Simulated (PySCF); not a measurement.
A TDDFT job was run through a driver script with this input:

```
{"job": {"kind": "uv", "xc": "PBE0", "basis": "def2-SVPD", "nstates": 8, "ntriplets": 3}, "charge": 0, "multiplicity": 1}
C     -1.817909    -1.005262    -0.014218
O     -1.381967     0.187214     0.586693
C     -1.084526     1.222406    -0.328562
C      0.326106     1.068570    -0.877253
Ge     1.459186     0.425192     0.634090
P      1.500366    -1.876087     0.766609
H     -1.994385    -1.710077     0.795722
H     -2.749163    -0.843362    -0.570572
H     -1.065154    -1.425717    -0.691637
H     -1.147591     2.143817     0.256332
H     -1.839684     1.259811    -1.126151
H      0.345540     0.345163    -1.693587
H      0.682460     2.016256    -1.275872
H      2.862033     0.988751     0.422525
H      0.992999     1.065678     1.912746
H      2.627348    -1.880983     1.577386
H      2.277344    -1.969340    -0.384160
```

Level of theory: TDDFT PBE0/def2-SVPD, vertical, gas phase, core orbitals frozen in the response in PySCF 2.14.0, density-fitted response routines. Job line and output are in the format of a driver script around the code.

Q: Give the output.

A: 
```
coarse grid: 61744 points
cycle   1  E = -2613.3140334099  dE = -2.172e-01  |g| = 6.209e-01  |ddm| = 5.230e+00
cycle   2  E = -2613.2447697006  dE =  6.926e-02  |g| = 8.713e-01  |ddm| = 1.594e+00
cycle   3  E = -2613.3800775607  dE = -1.353e-01  |g| = 1.081e-01  |ddm| = 9.498e-01
cycle   4  E = -2613.3819062386  dE = -1.829e-03  |g| = 3.538e-02  |ddm| = 1.303e-01
cycle   5  E = -2613.3821039348  dE = -1.977e-04  |g| = 6.871e-03  |ddm| = 4.831e-02
cycle   6  E = -2613.3821152868  dE = -1.135e-05  |g| = 2.058e-03  |ddm| = 1.437e-02
cycle   7  E = -2613.3821164001  dE = -1.113e-06  |g| = 4.094e-04  |ddm| = 3.222e-03
final grid: 128888 points
cycle   8  E = -2613.3821453447  dE = -1.058e-07  |g| = 5.097e-04  |ddm| = 9.627e-03
cycle   9  E = -2613.3821452988  dE =  4.592e-08  |g| = 6.811e-04  |ddm| = 1.657e-03
cycle  10  E = -2613.3821454083  dE = -1.096e-07  |g| = 4.625e-05  |ddm| = 8.620e-04
cycle  11  E = -2613.3821454088  dE = -4.520e-10  |g| = 1.501e-05  |ddm| = 7.888e-05
converged SCF energy = -2613.3821454088

Static polarisability (au): isotropic 99.797, principal 83.587 102.531 113.274

Singlet excitations
state   eV       nm        f      main configurations
  1   6.4878    191.1   0.09267   H->L 0.79, H->L+1 0.08
  2   6.5776    188.5   0.01426   H->L+1 0.80, H->L 0.12
  3   6.7662    183.2   0.13364   H->L+2 0.85
  4   6.7814    182.8   0.00371   H-1->L 0.95
  5   7.1644    173.1   0.00853   H-1->L+1 0.56, H-1->L+2 0.31
  6   7.2543    170.9   0.01413   H->L+3 0.69
  7   7.3211    169.4   0.02945   H-2->L 0.58, H-1->L+2 0.21, H-1->L+1 0.08
  8   7.3261    169.2   0.00686   H-1->L+2 0.33, H-2->L 0.26, H-1->L+1 0.23

Triplet excitations (Tamm-Dancoff, eV): 5.4292 5.7204 6.4286
```

The structure is a single GFN2-xTB conformer in the gas phase; no vibrational or solvent corrections. The PBE0/def2-SVPD calculation is non-relativistic and has no spin–orbit coupling, an omission that weighs most on germanium.

The SCF starts on a coarse grid; the energy jumps when the final grid takes over, and dE counts afresh there. H and L stand for HOMO and LUMO.

The values belong to the conformer `[CH3:1][O:2][CH2:3][CH2:4][GeH2:5][PH2:6]`: C1–O2–C3–C4 -83°, O2–C3–C4–Ge5 -38°, C3–C4–Ge5–P6 89°, H–P6–Ge5–C4 163°, H–P6–Ge5–C4 71°.
